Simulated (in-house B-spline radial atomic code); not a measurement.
Configurations of neutral cerium, with energies counted from [Xe] 4f1 5d1 6s2. All numbers are computed (scalar-relativistic (X2C) B3LYP, spin-polarised, spherical fractional occupations, exact exchange averaged over the configuration; Fermi nucleus of rms radius 4.8771 fm) with a B-spline radial code for spherical atoms, not measured. Shells without spins written out take the highest spin.

Occupations are held fixed; configurations that lie above the ionisation limit could autoionise.

```tsv
configuration	E - E(ref) (eV)	highest orbital	its <r> (bohr)
[Xe] 4f1 6s2 6p1	2.3514	6p up	5.311
[Xe] 5d1 5f1 6s2	11.328	5f up	16.39
[Kr] 4d10 4f1 5s2 5p5 5d1 6s2 6p1	22.924	6p up	5.116
[Kr] 4d10 4f1 5s2 5p5 5d1 6s2 7p1	25.585	7p up	12.34
```

(1) Order these further configurations by energy, lowest first.
A. [Xe] 5d2 6s2
B. [Kr] 4d10 4f1 5s2 5p5 5d2 6s2
C. [Kr] 4d10 4f2 5s2 5p5 5d1 6s2
D. [Xe] 4f2 5d1 6s1
E. [Xe] 4f1 6s2 7s1

Results:

(1) D (0.94193 eV), E (4.3014 eV), A (4.4466 eV), C (18.064 eV), B (19.531 eV).
